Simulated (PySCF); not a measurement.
## Working out the excitation energy of Xe⁺

Xe⁺ [Kr] 4d10 5s2 5p5 (2P) → Xe⁺ [Kr] 4d10 5s1 5p6 (2S). Computed with PySCF 2.14 in aug-cc-pVTZ-PP with ECP28MDF (6s5p4d2f, 55 functions), with a scalar-relativistic core potential. Frozen: 4s2 4p6 4d10. Energies in hartree (1 hartree = 27.21139 eV):

| part | Xe⁺ (lower) | Xe⁺ (upper) |
| --- | --- | --- |
| UHF | -327.877320 | -327.329933 |
| CCSD correlation | -0.137362 | -0.263302 |
| (T) | -0.003918 | -0.035043 |

Problem. What does Hartree-Fock give?

Solution. (-327.329933) − (-327.877320) = 0.547387 hartree = 14.895 eV.

Problem. What do CCSD and CCSD(T) give?

Solution. The CCSD correlation energies differ by -0.125940 hartree = -3.427 eV and the triples by -0.031125 hartree = -0.847 eV, so CCSD gives 11.468 eV and CCSD(T) 10.621 eV.

Measured between the centres of the two terms (NIST): 10.831 eV, so CCSD(T) (valence) is off by -0.210 eV.

The coupled-cluster amplitudes are large, so a single reference is strained.

What remains against the reference includes basis incompleteness, the frozen core and higher excitations.
